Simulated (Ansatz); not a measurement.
```yaml
crystal:
  periodic: [false, false, false]
  atoms:
    - {symbol: C, position_ang: [-0.895248, -2.707470, 1.873112]}
    - {symbol: N, position_ang: [-0.215262, -0.128426, 0.148290]}
    - {symbol: C, position_ang: [2.771780, -0.063623, -0.890701]}
    - {symbol: B, position_ang: [-2.325878, 2.069037, -0.421977]}
    - {symbol: O, position_ang: [-1.895137, 4.572686, -2.022803]}
    - {symbol: F, position_ang: [-5.041513, 1.741133, 0.679098]}
    - {symbol: H, position_ang: [-3.174906, -2.639682, 2.598324]}
    - {symbol: H, position_ang: [0.522903, -2.843082, 3.821169]}
    - {symbol: H, position_ang: [-0.562441, -4.721223, 0.585238]}
    - {symbol: H, position_ang: [4.338172, -0.096992, 0.945503]}
    - {symbol: H, position_ang: [3.252850, -1.967688, -2.294203]}
    - {symbol: H, position_ang: [3.224616, 1.909414, -2.181126]}
    - {symbol: H, position_ang: [0.045162, 4.799358, -2.807368]}
basis:
  gaussian: {orbitals: def2-TZVPD}
hamiltonian: {xc: {name: B2PLYP}}
```

```sh
$ ansatz run in.yaml --threads 2 --pin off --events-out ev --progress --plain --max-ram 32768MiB --backend cuda --devices 0, --max-vram 18GiB
```

It prints (some lines left out):

```
Functional definition: B2PLYP
1943 factors; integrals over basis functions are off by at most 9.8e-4 eV
mean field evaluation 1: about -8990.8950 eV, gradient 1.3e2 eV
mean field evaluation 2: about -8990.9071 eV, gradient 1.3e2 eV
mean field evaluation 4: about -8893.0625 eV, gradient 1.2e2 eV
mean field evaluation 8: about -9041.3835 eV, gradient 9.9e0 eV
mean field evaluation 16: about -9044.4513 eV, gradient 1.8e-1 eV
mean field evaluation 32: about -9044.4509 eV, gradient 4.6e-2 eV
mean field evaluation 160: about -9044.2128 eV, gradient 3.0e-1 eV
mean field evaluation 192: about -9044.2928 eV, gradient 3.3e-2 eV
mean field -9044.45162887 eV, -332.3774668115 hartree, gradient 3.0e-6 eV, S^2 0.000000; 8 other end points of the search recorded, 0 dependent functions left out; unrestricted orbitals would lower it
6 core orbitals not correlated: weight in the atoms' cores, before any rotation towards them, 1.000 or more for the frozen orbitals, at most 0.000 for the correlated occupied ones
reference -9044.45196167 eV, -332.3774790416 hartree; 18, 18 occupied and 267, 267 virtual orbitals, 1943 factors
second order -55.95025656 eV of doubles, -0.00000000 eV of singles
Total energy: -9059.55853094 eV, -332.9326352228 hartree
```

In this input the geometry is stretched to more than twice its size. The run converged. The result belongs to that input, not to the molecule as meant.
